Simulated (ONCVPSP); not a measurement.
**How hard is this Eu ONCV potential?**

ONCVPSP 4.0.1 input, shortened (lines: element, Z, core and valence counts, functional; n l f; lmax; l rc ep ncon nbas qcut; lloc lpopt rc5 dvloc0; l nproj debl; icmod fcfact rcfact), LDA (Perdew-Wang 92), scalar-relativistic:

```
  Eu 63.00   10    4  -001012      upf
    1    0    2.00
    2    0    2.00
    2    1    6.00
    3    0    2.00
    3    1    6.00
    3    2   10.00
    4    0    2.00
    4    1    6.00
    4    2   10.00
    4    3    6.00
    5    0    2.00
    5    1    6.00
    5    2    1.50
    6    0    1.50
    2
    0    1.85    0.00    4    7    6.80
    1    2.15    0.00    4    7    5.90
    2    3.30    0.00    3    8    4.20
    4    5    1.80   -1.00
    0    3    1.20
    1    2    1.80
    2    3    3.90
    3    2.25    1.80
```

**Question.** For each optimised wave give the share of its norm inside rc, the residual kinetic energy above qcut (Ha) and the cutoffs (Ha) for errors of 10, 1, 0.1 and 0.01 mHa per electron.

**Answer.**

```json
{"wave": "5s", "norm inside rc": "0.867", "residual KE": "1.6e-06", "10 mHa": "12.7", "1 mHa": "16.3", "0.1 mHa": "19.0", "0.01 mHa": "21.4"}
{"wave": "6s", "norm inside rc": "0.041", "residual KE": "8.3e-07", "10 mHa": "9.5", "1 mHa": "14.2", "0.1 mHa": "17.8", "0.01 mHa": "20.5"}
{"wave": "s projector 3", "norm inside rc": "0.077", "residual KE": "4.8e-06", "10 mHa": "12.3", "1 mHa": "16.5", "0.1 mHa": "19.6", "0.01 mHa": "22.5"}
{"wave": "5p", "norm inside rc": "0.850", "residual KE": "4.3e-06", "10 mHa": "5.0", "1 mHa": "10.5", "0.1 mHa": "13.9", "0.01 mHa": "16.7"}
{"wave": "p projector 2", "norm inside rc": "0.084", "residual KE": "1.7e-05", "10 mHa": "4.8", "1 mHa": "10.9", "0.1 mHa": "15.1", "0.01 mHa": "20.1"}
{"wave": "5d", "norm inside rc": "0.680", "residual KE": "1.4e-06", "10 mHa": "4.5", "1 mHa": "6.0", "0.1 mHa": "7.0", "0.01 mHa": "8.1"}
{"wave": "d projector 2", "norm inside rc": "0.211", "residual KE": "2.8e-04", "10 mHa": "7.2", "1 mHa": "8.3", "0.1 mHa": "24.2", "0.01 mHa": "48.8"}
{"wave": "d projector 3", "norm inside rc": "0.125", "residual KE": "1.2e-01", "10 mHa": "37.2", "1 mHa": "69.1", "0.1 mHa": "not reached", "0.01 mHa": "not reached"}
```

The occupied waves need 16 Ha and 19 Ha for 1 and 0.1 mHa. The cutoffs count occupied waves only; projector 3 of the d channel, the hardest unoccupied one, needs 69 Ha at the loose tolerance. 1 of 4 tests not solved or not reliable.
